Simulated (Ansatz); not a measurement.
`B[SiH](C)OC` → `BC` + `CO[SiH]` at 298.15 K and 1 bar (silylene formation by 1,1-elimination).

Gas-phase electronic energies from Ansatz, PBE0-D4/def2-TZVP geometries. CCSD(T)/CBS adds triple-zeta CCSD(T) − MP2 to the extrapolated MP2 energy (def2 sets, frozen cores). This one scheme is used for every species. One conformer a species, not always the lowest.

| species | CCSD(T)/CBS energy (Eh) | H − E (kJ/mol) | S (J/(mol·K)) |
| --- | --- | --- | --- |
| `B[SiH](C)OC` | -470.56990 | 308.6 | 377.9 |
| `BC` | -65.83255 | 158.6 | 247.5 |
| `CO[SiH]` | -404.67988 | 143.4 | 279.5 |

H − E and S are ideal-gas, rigid-rotor, harmonic terms from PBE0-D4/def2-TZVP, for one conformer and one mirror image of each species. 1 Eh = 2625.50 kJ/mol, R = 8.31446 J/(mol·K).

Problem. By hand: ΔE, ΔH, ΔS and ΔG.

Solution. ΔE = (-65.83255) + (-404.67988) − (-470.56990) = 0.05747 Eh = 150.9 kJ/mol. Δ(H − E) = 158.6 + 143.4 − 308.6 = -6.6, so ΔH = 144.3 kJ/mol. ΔS = 247.5 + 279.5 − 377.9 = 149.1 J/(mol·K). ΔG = 144.3 − 298.15 × (149.1)/1000 = 99.8 kJ/mol.

Problem. By hand: the equilibrium constant, and the temperature at which ΔG would vanish if ΔH and ΔS stayed fixed.

Solution. log₁₀ K = −ΔG/(RT ln 10) = -17.5. ΔG = 0 at ΔH/ΔS = 968 K.

The number of gas molecules changes by +1, which sets the sign of ΔS. A doubt of 5 kJ/mol in ΔE shifts log₁₀ K by 0.9 here. Other conformers and mirror images would add mixing entropy, several J/(mol·K) or more a flexible species. These are equilibria of isolated gas molecules and say nothing of rates. Largest T1 diagnostic: 0.015 (customary marks: 0.02 for closed shells, 0.045 for open ones).
